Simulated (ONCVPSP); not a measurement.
# Potentials for P (Z = 15) compared

Generated with ld1.x 7.5 (TM, RRKJ, ultrasoft, PAW), atompaw 4.2 or ONCVPSP 4.0.1. The cutoff is in Ry: for ld1.x and atompaw files where the sum of valence levels is converged to 10 mRy in a Bessel basis, for ONCV files where the hardest occupied wave has 1 mHa per electron of residual kinetic energy. The error is the largest all-electron minus pseudo excitation energy over each file’s own four to seven test configurations (ionisations up to +4, promotions, holes and added fractions of an electron), all of which were solved. The labels leave out finer settings (local radius, basis sizes, second energies), which also bear on the numbers. Spin-polarised tests are not counted. The rows are a selection from randomly drawn settings: files with unsolved tests, undetermined cutoffs or missed reference levels are left out.

A true bound ghost makes a file unfit for plane-wave use even where its test errors are small: the radial tests pick states by their node count and pass the ghost by.

```csv
potential,cutoff (Ry),largest error (meV),bound ghosts
"ONCV, PW91, scalar-relativistic, rc 1.00/1.05 (sp), local smoothed, core correction yes, reference 2s2 2p6 3s2 3p2.75, qcut 9.6/10.5, projectors 2/2",214,-879,none
"ONCV, PBEsol, scalar-relativistic, rc 0.70/0.70 (sp), local smoothed, core correction yes, reference 2s2 2p6 3s2 3p3, qcut 21.3/17.2, projectors 2/2",269,+7.4,none
"ONCV, PBEsol, scalar-relativistic, rc 1.30/2.00 (sp), local smoothed, core correction yes, reference 3s2 3p3, qcut 5.3/4.9, projectors 2/2",186,-14,s
"ONCV, LDA (Perdew-Wang 92), scalar-relativistic, rc 1.62/1.90 (sp), local smoothed, core correction yes, reference 3s2 3p2.5, qcut 4.7/4.3, projectors 2/2",20,+9.2,none
"ONCV, PBE, scalar-relativistic, rc 1.45/1.70 (sp), local smoothed, core correction no, reference 3s2 3p3, qcut 5.1/4.3, projectors 2/2",21,+181,none
```

(1) Fill in the row for P: ONCV, PBEsol, scalar-relativistic, rc 0.75/0.85/0.80 (spd), local smoothed, core correction yes, reference 2s2 2p6 3s2 3p3, qcut 15/17.9/12.6, projectors 2/2/1.

(2) Fill in the row for P: ONCV, PBE, scalar-relativistic, rc 0.85/0.80 (sp), local smoothed, core correction yes, reference 2s2 2p6 3s2 3p2, qcut 12.9/21.5, projectors 3/2.

Results:

(1) cutoff 238 Ry, largest error +8.7 meV, bound ghosts: none.

(2) cutoff 299 Ry, largest error +4.4 meV, bound ghosts: none.
